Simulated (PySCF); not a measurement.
C₆H₈N (doublet state).
Geometry (GFN2-xTB, Å), atoms numbered from 1 in this order:
```xyz
15
C6H8N angstrom
C      3.386   -0.171   -0.428
C      1.954   -0.266   -0.545
C      0.748   -0.371   -0.670
C     -0.620   -0.446   -0.762
C     -1.494    0.288    0.095
C     -2.967    0.103   -0.129
N     -1.133    1.084    1.036
H      3.781   -1.074    0.042
H      3.660    0.689    0.183
H      3.839   -0.069   -1.415
H     -1.044   -1.090   -1.520
H     -3.516    0.731    0.566
H     -3.244   -0.938    0.030
H     -3.233    0.374   -1.150
H     -0.122    1.165    1.140
```

The hyperfine couplings belong to this conformer and change with its torsions.

The species is `[H]/N=C(/C)[CH]C#CC` [radical].

Computed with PySCF 2.14.0, UKS B3LYP, pcH-1 on C H N, non-relativistic, mean-field spin-orbit, GIAO. The structure is a single GFN2-xTB conformer in the gas phase; no vibrational or solvent corrections. GFN2-xTB frequencies show an imaginary mode (30i cm⁻¹), so this geometry is no minimum at that level. A GFN2-xTB geometry isn't a minimum of the functional, and hyperfine couplings can be far from their values at a DFT geometry. The SCF solution wasn't tested for stability. ⟨S²⟩ is 0.776 where a pure state has 0.75.

(1) Match the computed a_iso(13C) values +55.5, -52.7, -37.7, +33.7, -14.9, +1.7 MHz with the sites C1; C2; C3; C4; C5; C6.

(2) Match the computed a_iso(1H) values -44.4, +34.8, -21.7, -7.5 MHz (means over equivalent nuclei) with the sites H8/H9/H10; H11; H12/H13/H14; H15.

Answers

(1) 
| site | a_iso (MHz) | ρ(0) (bohr⁻³) | position | distance from C4 (Å) | spin population | largest \|T\| (MHz) |
| --- | --- | --- | --- | --- | --- | --- |
| C1 | -14.9 | -0.0132 | 1 bond from C2 | 4.03 | -0.03 | 1.0 |
| C2 | +33.7 | +0.0300 | a main spin site | 2.59 | +0.40 | 61.6 |
| C3 | -52.7 | -0.0469 | 1 bond from C2 | 1.37 | -0.20 | 17.2 |
| C4 | +55.5 | +0.0493 | largest spin population | 0.00 | +0.66 | 102.9 |
| C5 | -37.7 | -0.0335 | 1 bond from C4 | 1.43 | -0.17 | 21.2 |
| C6 | +1.7 | +0.0015 | 2 bonds from C4 | 2.49 | +0.01 | 0.8 |

(2) 
```json
{"site": "H8/H9/H10", "a_iso (MHz)": "+34.8", "ρ(0) (bohr⁻³)": "+0.0078", "position": "2 bonds from C2", "distance from C4 (Å)": "4.52", "bound to": "C1", "spin population there": "-0.03", "largest |T| (MHz)": "4.2"}
{"site": "H11", "a_iso (MHz)": "-44.4", "ρ(0) (bohr⁻³)": "-0.0099", "position": "1 bond from C4", "distance from C4 (Å)": "1.08", "bound to": "C4", "spin population there": "+0.66", "largest |T| (MHz)": "25.1"}
{"site": "H12/H13/H14", "a_iso (MHz)": "-7.5", "ρ(0) (bohr⁻³)": "-0.0017", "position": "3 bonds from C4", "distance from C4 (Å)": "2.98", "bound to": "C6", "spin population there": "+0.01", "largest |T| (MHz)": "3.1"}
{"site": "H15", "a_iso (MHz)": "-21.7", "ρ(0) (bohr⁻³)": "-0.0049", "position": "3 bonds from C4, on N7 of spin population +0.34", "distance from C4 (Å)": "2.54", "bound to": "N7", "spin population there": "+0.34", "largest |T| (MHz)": "19.6"}
```

ρ(0) is the spin density at the nucleus and T the dipolar tensor; entries for several nuclei are means. The largest Mulliken spin populations are on C4 (+0.66), C2 (+0.40), N7 (+0.34) and C3 (-0.20). Three atoms exceed +0.15. The positive populations add up to 1.46 and the negative ones to -0.46, together 2S = 1. The angles at C4 add up to 360.0°, so it is planar; its axial dipolar tensor and the negative coupling of its proton fit spin in a p orbital normal to that plane. Main spin sites, with 60 % or more of the largest population: C2, C4; positions count bonds from the nearest.

Nuclei that the bonding pattern makes equivalent are averaged, as if the motion that swaps them (rotation, inversion, ring flip) were fast. The three 1H nuclei of mean +34.8 MHz run from 8.8 to 60.8 MHz in the frozen geometry. The three 1H nuclei of mean -7.5 MHz run from -10.7 to -1.8 MHz in the frozen geometry.

The run took 45 s of wall time (grids of density and orbitals included) on one thread, Arm Neoverse V2 (aarch64), no GPU, on a shared host, and the process peaked at 0.95 GiB of memory.
